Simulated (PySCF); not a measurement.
Q: What does the PBE0-D3(BJ)/def2-SVP structure of `p1cccc(SC)c1C=O` look like in three dimensions?

A: 
```
atom  x, y, z in Å
C1    -2.6763   -0.9455    0.2626
S2    -1.8765    0.6639    0.2149
C3    -0.1560    0.2853    0.0275
C4     0.2793   -1.0472   -0.0452
C5     1.6136   -1.4097   -0.1964
C6     2.6640   -0.5011   -0.2925
P7     2.4920    1.2163   -0.2400
C8     0.7545    1.3635   -0.0487
C9     0.2758    2.7646    0.0304
O10    0.9932    3.7309   -0.0540
H11   -2.5351   -1.5056   -0.6729
H12   -2.3497   -1.5460    1.1237
H13   -3.7456   -0.7208    0.3782
H14   -0.4517   -1.8522    0.0175
H15    1.8392   -2.4804   -0.2412
H16    3.6792   -0.8940   -0.4100
H17   -0.8249    2.8920    0.1792
```

Orientation and origin are arbitrary. Atoms count from 1 in this order. The C–P distances run from 1.727 Å (C6–P7, aromatic) to 1.754 Å (P7–C8, aromatic), a spread of 0.027 Å. Of the pairs four or more bonds apart, S2···H17 is among the closest relative to their van der Waals radii: 2.46 Å, 82 % of the sum of Bondi's values. S2 (sulfide sulfur) is bent (angle 104.1°). The 10 heavy atoms lie in one plane (0.007 Å rms).

Bonds between heavy atoms (Å): C1–S2 1.798, S2–C3 1.772, C3–C4 1.404, C4–C5 1.391, C5–C6 1.392, C6–P7 1.727, P7–C8 1.754, C8–C9 1.483, C9=O10 1.207, C3–C8 1.413.

Method: PBE0-D3(BJ)/def2-SVP geometry optimisation, gas phase (PySCF 2.14.0).

Whether it is a minimum is left open (no frequencies). The numbers are those of one conformer (C1–S2–C3–C4 0°, P7–C8–C9–O10 1°).
